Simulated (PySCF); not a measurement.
A geometry optimisation on `CN[SiH2][CH2][AlH2-][O+](C)C`.

Computed with PBE0-D3(BJ)/def2-SVP geometry optimisation, gas phase (PySCF 2.14.0). Start geometry: GFN2-xTB. A driver script takes a list of jobs; this job's settings line and coordinates (Å) are shown.

Input:
```
{"job": {"xc": "PBE0", "basis": "def2-SVP", "d3": "d3bj", "grid": 1, "kind": "geom"}, "charge": 0, "multiplicity": 1}
C      2.309517    -1.318264    -1.406252
N      1.522656    -0.367307    -0.662174
Si     1.271021     1.252519    -1.215019
C      0.377074     2.128318     0.200402
Al    -0.782054     1.069510     1.468042
O     -1.484324    -0.377045     0.456640
C     -2.266751     0.003888    -0.650084
C     -1.170772    -1.749611     0.484302
H      3.388768    -1.148206    -1.316449
H      2.097944    -2.337581    -1.072329
H      2.047241    -1.234384    -2.459658
H      1.677277    -0.455131     0.333499
H      2.507185     1.947465    -1.634718
H      0.451364     1.092123    -2.436357
H     -0.181604     2.964931    -0.241285
H      1.146801     2.620942     0.810244
H     -2.179348     1.690857     1.839569
H     -0.100670     0.165636     2.563216
H     -2.429534     1.077638    -0.552697
H     -1.738833    -0.201115    -1.584561
H     -3.228570    -0.518136    -0.640140
H     -2.082837    -2.352188     0.539129
H     -0.592413    -2.026622    -0.400727
H     -0.570873    -1.908471     1.378370
```

Output:
```
step   0  E = -823.01682411  max force = 0.020010
step   1  E = -823.02411680  max force = 0.002487
step   2  E = -823.02454412  max force = 0.001175
step   3  E = -823.02479540  max force = 0.002747
step   4  E = -823.02499837  max force = 0.001410
step   5  E = -823.02526556  max force = 0.001791
step   6  E = -823.02536736  max force = 0.001261
step   7  E = -823.02546687  max force = 0.000964
step   8  E = -823.02550432  max force = 0.000844
step   9  E = -823.02552712  max force = 0.000761
step  10  E = -823.02553435  max force = 0.000383
optimisation converged
```

Energies in Eh; «max force» is the largest Cartesian gradient component in Eh/bohr.

**Question.** How much energy does the optimisation release, in kcal/mol?

**Answer.** E(step 0) − E(last step) = 0.008710 Eh, which is 5.5 kcal/mol.

**Question.** Give the first gradient maximum in eV/Å.

**Answer.** With 1 Eh/bohr = 51.422 eV/Å, 1.029 eV/Å.

Main results: final energy -823.02553 Eh after 10 steps; dipole 4.04 D.

**Question.** Give the final coordinates.

**Answer.** 0.398 Å rms from the input after alignment:
```
atom  x, y, z in Å
C1     2.4973   -1.4136   -1.1086
N2     1.8166   -0.3730   -0.3799
Si3    1.2204    1.0921   -1.1197
C4     0.4004    2.1096    0.1948
Al5   -0.6895    1.0353    1.4625
O6    -1.5969   -0.2900    0.2813
C7    -2.5909    0.1546   -0.6268
C8    -1.1588   -1.6243    0.0687
H9     3.5625   -1.2015   -1.3305
H10    2.4604   -2.3750   -0.5678
H11    1.9999   -1.5779   -2.0795
H12    2.1220   -0.2837    0.5848
H13    2.2952    1.8277   -1.8796
H14    0.2351    0.6578   -2.1759
H15   -0.2120    2.8930   -0.2857
H16    1.1793    2.6399    0.7739
H17   -2.0069    1.7527    2.0373
H18    0.1154    0.0323    2.4250
H19   -2.8870    1.1652   -0.3184
H20   -2.1870    0.1755   -1.6513
H21   -3.4663   -0.5121   -0.5769
H22   -2.0156   -2.3091    0.1742
H23   -0.7081   -1.7198   -0.9305
H24   -0.4000   -1.8400    0.8279
```

The run took about 6 min of CPU time (one thread, shared machine).
Labels such as C1 count atoms from 1, the log's own numbers from 0.
